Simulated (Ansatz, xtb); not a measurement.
**Relative energy of two structures of ClFOSi2+**

We compare a, a doublet given by its coordinates, with b, the doublet with the links of `F[Si](Cl)[O+]=[Si]`. Both are isolated ions in the gas phase, relaxed with PBE0-D3(BJ)/def2-SVP; the shapes shown needn't be the lowest conformers.

a (Å):

```xyz
5

Cl    0.8011   -2.4232    0.3823
F     1.0011    2.7535   -0.7407
O    -0.0367    0.5402   -0.1039
Si    0.0599    2.2201    0.4463
Si    0.0326   -0.9318   -0.7047
```

Close contacts (Å): Cl1–Si5 2.00, F2–Si4 1.61, O3–Si4 1.77, O3–Si5 1.59.

b (Å):

```xyz
5

Cl   -0.4350   -2.3081   -0.3223
F     1.6260   -0.3277   -1.3137
O     0.3762    0.3376    0.8571
Si   -0.1994    1.6063    1.5866
Si    1.0894   -1.0337    0.0163
```

Problem. Estimate E(b) − E(a) at the level CCSD(T)/def2-SVP.

Solution. Calculated at CCSD(T)/def2-SVP: E(b) − E(a) = −16.8 kcal/mol, so structure b lies lower.

How the difference moves with the method:

```tsv
level	geometry	E(b) − E(a) (kcal/mol)	departure from the last row (kcal/mol)	job, with rough time for the two
GFN2-xTB	GFN2-xTB	−7.2	+9.6	optimisation, 0.27 s
HF/STO-3G	GFN2-xTB	−10.7	+6.1	single point, 0.64 s
r2SCAN-D4/def2-SVP	GFN2-xTB	−5.2	+11.6	single point, 5 s
PBE0-D3(BJ)/def2-SVP	PBE0-D3(BJ)/def2-SVP	−14.0	+2.8	optimisation, 1.8 min
HF/def2-SVP	PBE0-D3(BJ)/def2-SVP	−21.0	−4.2	part of the CCSD(T) run
MP2/def2-SVP	PBE0-D3(BJ)/def2-SVP	−18.3	−1.5	part of the CCSD(T) run
CCSD(T)/def2-SVP	PBE0-D3(BJ)/def2-SVP	−16.8		single point, 19 s
```

The levels shown agree on the order. The largest departure from CCSD(T)/def2-SVP is that of r2SCAN-D4/def2-SVP, 11.6 kcal/mol.

With harmonic frequencies from PBE0-D3(BJ)/def2-SVP (ideal gas, rigid rotor, one conformer each, 298.15 K, 1 atm): on the last row, ΔE + ΔZPE = −16.1 kcal/mol. A mode under 50 cm⁻¹ makes harmonic enthalpies and free energies unreliable, so none is given.

Open shells are spin-unrestricted. The correlated steps freeze 17 core orbitals. Programs: Ansatz 0.2.0, xtb 6.7.1; the last row on 1 thread of Intel(R) Xeon(R) 6975P-C (Granite Rapids) on a shared host.
